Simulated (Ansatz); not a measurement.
`[F][Ti]([F])([Cl])[I]` + H₂S → `[F][Ti]([F])([SH])[Cl]` + HI  (ligand exchange at a Ti–I bond)

Isolated molecules relaxed with PBE0-D4/def2-TZVP in Ansatz; ΔE leaves out vibrations. CBS: MP2 limit from def2 TZ/QZ plus the TZ coupled-cluster correction, frozen cores. This one scheme is used for every species. Elements past krypton have def2 core potentials. For I, Ti outer-core shells are correlated without core-valence functions, which leaves a few kJ/mol of doubt a bond. Scalar relativity is left out up to krypton. One conformer a species, not always the lowest.

```csv
species,CCSD/def2-TZVPP energy (Eh)
`[F][Ti]([F])([Cl])[I]`,-1805.39440
H₂S,-398.92311
`[F][Ti]([F])([SH])[Cl]`,-1906.57298
HI,-297.72800
```

(1) Work out ΔE.

(2) What do rigid-rotor, harmonic-oscillator terms from PBE0-D4/def2-TZVP frequencies (298.15 K, 1 bar) make of the CCSD(T)/CBS value? (An estimate is asked.)

Largest T1 diagnostic among the species: 0.025, so the coupled-cluster value is less sure than usual.

## Answers

(1) ΔE = (-1906.57298) + (-297.72800) − (-1805.39440) − (-398.92311) = 0.01653 Eh = +43.4 kJ/mol. CCSD(T)/CBS gives +47.5 kJ/mol.

(2) Computed: ΔZPE = -4.7 kJ/mol, ΔH = +43.1 kJ/mol, ΔS = -3 J/(mol·K), ΔG = +44.1 kJ/mol.

Leaving LDA and LC-ωPBE aside and taking each functional with its dispersion term where it has one, the values, not all of them listed here, spread over 10.0 kJ/mol, from B97M-V to PBE-QIDH.
